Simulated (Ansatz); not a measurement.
Isomers of Al2Ga2As4 (singlet), relaxed with PBE-D4/def2-SVP; total energies from Ansatz at PBE0-D4/def2-TZVP.

| isomer | description | energy (Eh) |
| --- | --- | --- |
| A | point group not assigned; 5 × Al–As 2.32 to 2.77 Å; 3 × As–Ga 2.66 to 2.81 Å; 2 × As–As 2.59 to 2.60 Å; 1 × Al–Ga 2.81 Å | -13276.51137 |
| B | point group D2; 4 × As–Ga 2.32 Å; 4 × Al–As 2.33 Å | -13276.51778 |

The isomers come from a short search, and lower ones may exist.

**Question.** Work out the relative energies (1 Eh = 2625.5 kJ/mol) and the Boltzmann populations at 500 K from electronic energies alone (R = 8.314 J/mol/K).

**Answer.** ΔE: A 16.8, B 0.0 kJ/mol. RT = 4.16 kJ/mol. Factors exp(−ΔE/RT): A 0.0176, B 1; sum 1.018. Populations: A 1.7 %, B 98.3 %. Zero-point energy, vibrational entropy and symmetry numbers are left out and can shift these; an error of 4 kJ/mol changes a ratio by a factor of 2.6. Over the other density-functional and correlated levels in def2 sets, the gap between B and A ranges from -8 to 47 kJ/mol.
